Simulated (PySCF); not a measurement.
**Working out the ionisation energy of Zr²⁰⁺**

Zr²⁰⁺ [Ar] 3d2 (3F) → Zr²¹⁺ [Ar] 3d1 (2D). Calculation: PySCF 2.14, in an even-tempered Gaussian basis (17 s from 2.1 bohr⁻², ratio 2.5; 11 p from 2.7 bohr⁻², ratio 2.5; 8 d from 2.7 bohr⁻², ratio 2.5; 4 f from 9.4 bohr⁻², ratio 2.7; 3 g from 14 bohr⁻², ratio 2.7); no relativity, point nucleus. Frozen: [Ne]; the 32 highest virtual orbitals dropped. Energies in hartree (1 hartree = 27.21139 eV):

| part | Zr²⁰⁺ (lower) | Zr²¹⁺ (upper) |
| --- | --- | --- |
| UHF | -3314.003628 | -3282.219720 |
| MP2 opposite-spin | -0.303095 | -0.305827 |
| MP2 same-spin | -0.106672 | -0.103461 |

Q: What does Hartree-Fock give?

A: (-3282.219720) − (-3314.003628) = 31.783908 hartree = 864.884 eV.

Q: What do MP2 and SCS-MP2 (6/5 opposite-spin, 1/3 same-spin) give?

A: The opposite-spin parts differ by -0.074 eV and the same-spin parts by 0.087 eV. MP2: 864.884 + (-0.074) + (0.087) = 864.897 eV. SCS-MP2: 864.884 + 1.2 × (-0.074) + (0.087)/3 = 864.824 eV.

Reference: 863 ± 4 eV (theoretical estimate listed by NIST; NIST Atomic Spectra Database, ionization energies), between the lowest levels; spin-orbit coupling is absent from the calculation.

The calculation is non-relativistic.

What remains against the reference includes basis incompleteness, the frozen core and correlation beyond second order.
